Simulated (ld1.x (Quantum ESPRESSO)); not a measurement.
**C, ultrasoft: configuration errors across variants**

carbon (C), ultrasoft, made with ld1.x (Quantum ESPRESSO) 7.5 (PBEsol, scalar-relativistic). Core [He], reference 2s2 2p2. Waves: 2s (bound): rcut 1.15, rcutus 1.35 bohr; 2s channel at 0.85 Ry: rcut 1.15, rcutus 1.35 bohr; 2p (bound): rcut 2.15, rcutus 2.90 bohr; 2p channel at 1.6 Ry: rcut 2.15, rcutus 2.90 bohr; 3d channel at 0.15 Ry: rcut 2.55, rcutus 3.05 bohr; 3d channel at 0.8 Ry: rcut 2.55, rcutus 3.05 bohr. Local part: all-electron potential smoothed inside 2.25 bohr (lloc = -1). Core correction: Bessel-smoothed model core inside 0.60 bohr. Augmentation charge: PSQ, radius 1.30 bohr.

All-electron excitation energies from the reference (eV): (1) 2s2 2p1 10.789; (2) 2s2 2p0 34.807; (3) 2s1 2p0 82.771; (4) 2s2 2p2.3 -1.144; (5) 2s1 2p2 19.502; (6) 2s1 2p3 8.427; (7) 2s0 2p4 16.873.

The overlap operator is not positive definite (basis up to 400 Ry) in “type PAW; waves now 2s (bound): rcut 1.15, rcutus 1.35 bohr; 2s channel at 0.85 Ry: rcut 1.15, rcutus 1.35 bohr; 2p (bound): rcut 2.15, rcutus 2.90 bohr; 2p channel at 1.6 Ry: rcut 2.15, rcutus 2.90 bohr; 3d channel at 0.15 Ry: rcut 2.55, rcutus 3.05 bohr; local potential all-electron potential smoothed inside 1.45 bohr (lloc = -1); augmentation BESSEL, radius 1.10 bohr”. Such files are unfit for use, however small their errors in these radial tests.

3 further variants failed, have other tests or another functional or relativity, and are left out.

Errors AE − PS in meV (a dash: test not solved or not reliable):

```tsv
change	(1)	(2)	(3)	(4)	(5)	(6)	(7)	bound ghosts
base	-0.6	-16	-1.4	+0.7	+1.7	-1.5	-6.5	none
core correction none	+5.3	+55	+166	+0.7	-1.6	+0.5	+2.2	none
augmentation built from norm-conserving waves at rcut, not smoothed further	-80	+319	+663	-11	-284	-7.2	-31	not determined
waves 2p (bound): rcut 1.68, rcutus 1.78 bohr; 2p channel at 1.6 Ry: rcut 1.68, rcutus 1.78 bohr	+5.3	+24	+68	+0.2	-0.3	+0.4	+1.5	none
waves 3d channel at 0.15 Ry: rcut 2.55, rcutus 2.90 bohr; 3d channel at 0.8 Ry: rcut 2.55, rcutus 2.90 bohr	-0.6	-16	-1.4	+0.7	+1.7	-1.5	-6.5	none
wave 3d channel at 0.8 Ry: rcut 2.55, rcutus 3.05 bohr becomes 3d channel at 0.08 Ry: rcut 2.55, rcutus 3.05 bohr	-0.6	-16	-1.4	+0.7	+1.7	-1.5	-6.5	none
local potential all-electron potential smoothed inside 3.54 bohr (lloc = -1)	-1.0	+6.9	+54	-0.5	-2.2	-1.6	-6.6	none
type PAW; waves now 2s (bound): rcut 1.15, rcutus 1.35 bohr; 2s channel at 0.85 Ry: rcut 1.15, rcutus 1.35 bohr; 2p (bound): rcut 2.15, rcutus 2.90 bohr; 2p channel at 1.6 Ry: rcut 2.15, rcutus 2.90 bohr; 3d channel at 0.15 Ry: rcut 2.55, rcutus 3.05 bohr; local potential all-electron potential smoothed inside 1.45 bohr (lloc = -1); augmentation BESSEL, radius 1.10 bohr	+7.8	+97	+70	+0.6	+2.3	+10	+4.4	not determined (overlap not positive)
local potential all-electron potential smoothed inside 1.30 bohr (lloc = -1)	-1.9	-23	-18	+0.4	-0.3	-1.6	-6.7	none
```

(1) Give the same row for: all radii but the core radius scaled by about 1.14 (s 1.54, p 3.30, d 3.46 bohr, rcut 1.30/2.44/2.90); local potential all-electron potential smoothed inside 2.56 bohr (lloc = -1); augmentation PSQ, radius 1.48 bohr.

Answers

(1) +2.6, -16, -41, +0.6, +0.5, -2.1, -8.9; bound ghosts: none.
